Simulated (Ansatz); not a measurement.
Reaction: BH3Se (SMILES B[SeH]) → BH2Se (SMILES [BH][SeH], doublet) + H (doublet) (the B-H bond breaks)
Each species at its own B3LYP-D3(BJ)/def2-TZVP minimum (Ansatz, a first-principles code).

Property: bond dissociation energy (electronic), in kcal/mol. Open shells are spin-unrestricted; no spin-orbit coupling. Cores are frozen in correlated methods (noble-gas shells, and filled d and f shells in the p block). No relativity. CBS(X,Y): correlation extrapolated as X^-3, Hartree-Fock from the larger set (Q,5: extrapolated as (X+1)exp(-9√X)). A bracket is a step between two methods taken in the basis named. Double hybrids freeze cores in their MP2 part. Where a partner has so few electrons that a lower coupled-cluster level is exact, that level stands in.

CCSD(T)/CBS(cc-pVQZ,cc-pV5Z) + [CCSDT(Q) - CCSD(T)]/cc-pVTZ + [CCSDTQ - CCSDT(Q)]/cc-pVDZ (Ansatz) gives 110.2 kcal/mol.

Task: How far off this value is PBE/def2-TZVPD (Ansatz), in which direction, and how far these levels: r2SCAN/def2-TZVPD, wB97M-V/def2-TZVPD, B2PLYP/def2-TZVPD, CCSD(T)/CBS(cc-pVQZ,cc-pV5Z)?

Result: PBE gives 105.3 kcal/mol, 4.9 kcal/mol below it. Differences of the others: r2SCAN/def2-TZVPD (Ansatz) -5.3; wB97M-V/def2-TZVPD (Ansatz) 1.4; B2PLYP/def2-TZVPD (Ansatz) -1.4; CCSD(T)/CBS(cc-pVQZ,cc-pV5Z) (Ansatz) 0.1 kcal/mol.
